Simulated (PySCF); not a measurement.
```xyz
8

C      2.1562    -0.4184     0.0869
C      0.9704    -0.3162    -0.2872
N     -0.2075    -0.2508    -0.7542
C     -1.2912     0.2746     0.0532
H      3.1798    -0.5166     0.3804
H     -2.0874    -0.4852     0.1089
H     -0.9912     0.5721     1.0704
H     -1.7291     1.1406    -0.4698
```

Charge 0, multiplicity 2.

Problem. Give the Mulliken and meta-Löwdin atomic charges from PBE-D3(BJ)/def2-TZVP run with PySCF 2.14.0.

Solution. 
```csv
atom,Mulliken (e),meta-Löwdin (e)
C1,-0.37,-0.25
C2,0.11,0.09
N3,-0.09,-0.18
C4,-0.23,-0.24
H5,0.18,0.18
H6,0.14,0.14
H7,0.11,0.11
H8,0.14,0.14
```
